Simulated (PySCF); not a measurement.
SMILES [SiH3]O[Se]N at its B3LYP/def2-SVP optimised geometry (Å):

```
9

Se    -0.8127    -0.6659    -3.0500
N     -2.1487     0.4849    -3.4138
H     -3.0849     0.0862    -3.4521
H     -2.1271     1.3802    -2.9299
O     -1.1238    -1.2168    -1.3064
Si    -0.4964    -0.3706     0.0000
H      0.9968    -0.3706     0.0000
H     -0.9968    -1.0505     1.2263
H     -0.9654     1.0505     0.0000
```

Method: B3LYP/def2-TZVP (PySCF 2.14.0). Cells within 0.4 Å of a nucleus heavier than hydrogen are left out (blank, or x).

Map of the electrostatic potential (hartree/e), clipped to [-0.08, 0.12] on the plane z = 0.0 Å:

```
|2222221111111111111111111111111|
|2222221111111111111111111111111|
|2222221111111111111111111111111|
|2222211111111111111111111111111|
|2222211111111111111111111111111|
|2222111112221111111111111111111|
|2222111122222211111111111111111|
|2221111223554321111111111111111|
|2221112247999632211111111111111|
|2211112369999953222111111111111|
|2211122389999985432211111111111|
|2212222489999999753221111111111|
|1122223489999999985322111111111|
|1122223599999999997543211111111|
|1122235899999999999996421111111|
|1122246999999x99999999631111111|
|111224699999xxx9999999942111111|
|111224699999xxx9999999942111111|
|111123599999xx99999999732111111|
|1111124899999999999997421111111|
|1111113599999999999653211111111|
|1000011369999999996422111111111|
|0000001135899999964321111111111|
|0000000012457887543211111111111|
|0000000001223444332211111111111|
|0000000000012222222111111111111|
|0000000000001111111111111111111|
|0000000000000111111111111111111|
|0000000000000011111111111111111|
|0000000000000001111111111111111|
|0000000000000001111111111111111|
```
Scale: ten equal steps from -0.023 (start of '0') to 0.120 (end of '9'), in the order '0123456789'; x runs from -3.50 to 3.50, y from -3.50 (bottom) to 3.50 (top).
